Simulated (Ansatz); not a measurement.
One change: `C[SiH](Cl)[SbH2]` becomes `C[SiH](Cl)CCl`.

Ansatz, PBE0-D4/def2-TZVP geometries, multiplicity 1. Each molecule was computed in one conformer, which needn't be the lowest.

Elements past krypton have def2 core potentials.

| property | `C[SiH](Cl)[SbH2]` |
| --- | --- |
| HOMO energy (B3LYP/def2-TZVPP) / eV | -7.01 |
| LUMO energy (PBE/def2-TZVPP) / eV | -1.18 |
| HOMO energy (PBE0/def2-TZVPP) / eV | -7.20 |
| LUMO energy (ωB97M-V/def2-TZVPP) / eV | 1.18 |
| HOMO energy (PBE/def2-TZVPP) / eV | -6.20 |
| size of the dipole moment (PBE/def2-TZVPP) / D | 1.49 |

What does the change do to each property? (Best estimate.)

The calculation gave: 
```csv
property,`C[SiH](Cl)CCl`,shift
HOMO energy (B3LYP/def2-TZVPP) / eV,-7.94,-0.93
LUMO energy (PBE/def2-TZVPP) / eV,-0.90,0.28
HOMO energy (PBE0/def2-TZVPP) / eV,-8.18,-0.98
LUMO energy (ωB97M-V/def2-TZVPP) / eV,2.14,0.96
HOMO energy (PBE/def2-TZVPP) / eV,-6.84,-0.64
size of the dipole moment (PBE/def2-TZVPP) / D,0.77,-0.72
```

With PBE0 the HOMO falls by 0.98 eV and the LUMO rises by 0.58 eV, so the gap widens by about 1.56 eV. PBE moves the HOMO by -0.64 eV and ωB97M-V by -1.24 eV. Dipoles are sizes alone; their direction can turn.

B3LYP here is the variant with VWN-RPA as its local correlation; programs differ in this.

Spin–orbit coupling is left out; it splits and shifts lone-pair levels of the heavy atoms by tenths of an eV.
